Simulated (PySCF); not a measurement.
## EPR parameters of C6H11O

Species: C6H11O (doublet state).
Cartesian coordinates in Å at the GFN2-xTB level; atoms count from 1:
```
atom  x, y, z in Å
C1     2.9371   -0.4058   -0.0921
C2     1.6988   -0.2772   -0.6647
C3     0.5030   -0.0291   -0.0076
O4     0.4283    0.1166    1.3429
C5    -0.8144    0.0894   -0.7141
C6    -1.7478   -1.0453   -0.2754
C7    -1.4588    1.4479   -0.4175
H8     3.8015   -0.6011   -0.6967
H9     3.1105   -0.3198    0.9685
H10    1.6305   -0.3761   -1.7387
H11    1.3134    0.0262    1.7163
H12   -0.6347    0.0063   -1.7905
H13   -1.9025   -1.0003    0.7994
H14   -1.3140   -2.0109   -0.5249
H15   -2.7099   -0.9554   -0.7738
H16   -2.4076    1.5370   -0.9410
H17   -0.8065    2.2571   -0.7384
H18   -1.6357    1.5468    0.6501
```

The hyperfine couplings belong to this conformer and change with its torsions.

The species is `C=C[C](O)C(C)C` [radical].

Method: PySCF, UKS B3LYP, pcH-1 on C H O, non-relativistic, mean-field spin-orbit, GIAO. Geometry: GFN2-xTB, one conformer, isolated molecule. A GFN2-xTB geometry isn't a minimum of the functional, and hyperfine couplings can be far from their values at a DFT geometry. Stability of the SCF solution: not tested.

```
g1, g2, g3                      : 2.00215, 2.00290, 2.00353
g_iso                           : 2.00286
Form of g                       : rhombic: the two nearest values differ by 46 % of g3 − g1
⟨S²⟩                            : 0.7699 (exact 0.7500)
HOMO–LUMO gap, α and β orbitals : 5.22, 5.68 eV
Basis functions                 : 285
```

Isotropic coupling and dipolar principal values T1 to T3, in MHz:

| atom | isotope | a_iso | T1 | T2 | T3 | Mulliken spin population |
| --- | --- | --- | --- | --- | --- | --- |
| C1 | 13C | 51.4 | -49.1 | -47.4 | 96.5 | 0.66 |
| C2 | 13C | -42.4 | -20.9 | 7.5 | 13.4 | -0.21 |
| C3 | 13C | 53.2 | -48.6 | -46.8 | 95.4 | 0.52 |
| O4 | 17O | -11.2 | -36.5 | 17.5 | 19.0 | 0.07 |
| C5 | 13C | -18.1 | -1.0 | 0.2 | 0.7 | -0.03 |
| C6 | 13C | 28.7 | -2.6 | -2.4 | 5.0 | 0.02 |
| C7 | 13C | 24.5 | -2.4 | -2.2 | 4.5 | 0.02 |
| H8 | 1H | -40.3 | -24.2 | 0.3 | 24.0 | -0.03 |
| H9 | 1H | -37.5 | -21.0 | -0.8 | 21.8 | -0.03 |
| H10 | 1H | 7.9 | -4.9 | -0.5 | 5.5 | 0.01 |
| H11 | 1H | -6.4 | -6.3 | -4.1 | 10.4 | 0.00 |
| H12 | 1H | 1.1 | -3.5 | -2.5 | 6.0 | 0.00 |
| H13 | 1H | -2.1 | -2.7 | -1.2 | 3.9 | 0.00 |
| H14 | 1H | -1.1 | -3.3 | -1.1 | 4.4 | 0.00 |
| H15 | 1H | 6.0 | -1.9 | -1.1 | 2.9 | 0.00 |
| H16 | 1H | 4.6 | -1.7 | -1.0 | 2.8 | 0.00 |
| H17 | 1H | -1.2 | -3.1 | -1.2 | 4.4 | 0.00 |
| H18 | 1H | -1.9 | -2.6 | -1.2 | 3.8 | 0.00 |

Largest spin populations (Mulliken): C1 (+0.66), C3 (+0.52), C2 (-0.21) and O4 (+0.07). The angles at C1 add up to 360.0°, so it is planar.

The SMILES `C=C[C](O)C(C)C` draws the unpaired electron on C3, whose computed spin population is only +0.52.

Axes: g2 points within 5° of the C3–O4 bond.

Under fast tumbling the dipolar parts average out, and these isotropic splittings remain: 1 × 1H (H8, I = 1/2, 2 lines) with 1.44 mT, 1 × 1H (H9, I = 1/2, 2 lines) with 1.34 mT, 1 × 1H (H10, I = 1/2, 2 lines) with 0.28 mT, 1 × 1H (H11, I = 1/2, 2 lines) with 0.23 mT and 1 × 1H (H12, I = 1/2, 2 lines) with 0.04 mT.

The 17O coupling of O4 (-11.2 MHz) shows only in satellite lines or after enrichment, since that isotope makes up about 0.038 % of natural oxygen.

The 13C coupling of C3 (53.2 MHz) shows only in satellite lines or after enrichment, since that isotope makes up about 1.07 % of natural carbon.
